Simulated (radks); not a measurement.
Species: Eu37+. Configuration: [Ar] 3d8 (the NIST ground configuration). Method: non-relativistic Kohn-Sham, LDA (Slater exchange, Perdew-Wang correlation), spin-unpolarised, spherical densities, point nucleus; relativity is left out, which matters for an element this heavy; computed with a radial shooting solver on a logarithmic mesh with Libxc functionals.

Unscreened Slater integrals over Kohn-Sham orbitals (hartree).

F0(3d,3d): 4.1945
F2(3d,3d): 2.1532
F4(3d,3d): 1.3890
F0(3d,3p): 3.8601
F2(3d,3p): 1.8534
G1(3d,3p): 1.9765
G3(3d,3p): 1.3193
F0(3d,3s): 3.7498
G2(3d,3s): 1.4207
F0(3d,2p): 5.3391
F2(3d,2p): 1.6028
G1(3d,2p): 1.4858
G3(3d,2p): 0.85760
F0(3p,3p): 3.6605
F2(3p,3p): 1.8500
F0(3p,3s): 3.5682
G1(3p,3s): 2.3003
F0(3p,2p): 4.8526
F2(3p,2p): 1.1962
G0(3p,2p): 0.46479
G2(3p,2p): 0.51243
F0(3s,3s): 3.4928
F0(3s,2p): 4.5932
G1(3s,2p): 0.45167
F0(2p,2p): 10.496
F2(2p,2p): 5.0216

Derived for the open shells (J is the average intra-shell exchange parameter used in DFT+U). 3d: Racah B = F2/49 - 5 F4/441 = 0.02820 hartree, C = 35 F4/441 = 0.1102 hartree, C/B = 3.91, F4/F2 = 0.645, J = (F2 + F4)/14 = 0.2530 hartree.
